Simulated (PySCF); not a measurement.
Ge(H)2(Cl)(Me) (CH₅ClGe), SMILES [CH3][GeH2][Cl].

The structure is a stationary point at B3LYP-D3(BJ)/def2-SVP.

These are B3LYP-D3(BJ)/def2-SVP (PySCF 2.14.0) values and carry that method's errors.

Frequencies are harmonic and unscaled.

Computed vibrational spectrum:
```json
[
 {"mode": "1", "ν (cm⁻¹)": "125", "IR (km/mol)": "0.1", "moving atoms (share of kinetic energy)": "H 97 %"},
 {"mode": "2", "ν (cm⁻¹)": "161", "IR (km/mol)": "2.1", "moving atoms (share of kinetic energy)": "C 36 %, H 23 %, Cl 23 %, Ge 17 %"},
 {"mode": "3", "ν (cm⁻¹)": "408", "IR (km/mol)": "46.7", "moving atoms (share of kinetic energy)": "Cl 68 %, Ge 31 %"},
 {"mode": "4", "ν (cm⁻¹)": "448", "IR (km/mol)": "14.9", "moving atoms (share of kinetic energy)": "H 94 %"},
 {"mode": "5", "ν (cm⁻¹)": "602", "IR (km/mol)": "19.1", "moving atoms (share of kinetic energy)": "C 64 %, H 19 %, Ge 17 %"},
 {"mode": "6", "ν (cm⁻¹)": "631", "IR (km/mol)": "4.8", "moving atoms (share of kinetic energy)": "H 97 %"},
 {"mode": "7", "ν (cm⁻¹)": "714", "IR (km/mol)": "52.3", "moving atoms (share of kinetic energy)": "H 91 %"},
 {"mode": "8", "ν (cm⁻¹)": "855", "IR (km/mol)": "124.0", "moving atoms (share of kinetic energy)": "H 85 %, C 13 %"},
 {"mode": "9", "ν (cm⁻¹)": "860", "IR (km/mol)": "36.0", "moving atoms (share of kinetic energy)": "H 81 %, C 18 %"},
 {"mode": "10", "ν (cm⁻¹)": "875", "IR (km/mol)": "86.6", "moving atoms (share of kinetic energy)": "H 98 %"},
 {"mode": "11", "ν (cm⁻¹)": "1259", "IR (km/mol)": "4.5", "moving atoms (share of kinetic energy)": "H 81 %, C 19 %"},
 {"mode": "12", "ν (cm⁻¹)": "1430", "IR (km/mol)": "3.7", "moving atoms (share of kinetic energy)": "H 96 %"},
 {"mode": "13", "ν (cm⁻¹)": "1437", "IR (km/mol)": "2.8", "moving atoms (share of kinetic energy)": "H 96 %"},
 {"mode": "14", "ν (cm⁻¹)": "2133", "IR (km/mol)": "95.5", "moving atoms (share of kinetic energy)": "H 99 %"},
 {"mode": "15", "ν (cm⁻¹)": "2140", "IR (km/mol)": "137.6", "moving atoms (share of kinetic energy)": "H 98 %"},
 {"mode": "16", "ν (cm⁻¹)": "3042", "IR (km/mol)": "3.2", "moving atoms (share of kinetic energy)": "H 97 %"},
 {"mode": "17", "ν (cm⁻¹)": "3142", "IR (km/mol)": "2.6", "moving atoms (share of kinetic energy)": "H 91 %, C 9 %"},
 {"mode": "18", "ν (cm⁻¹)": "3155", "IR (km/mol)": "1.5", "moving atoms (share of kinetic energy)": "H 90 %, C 10 %"}
]
```
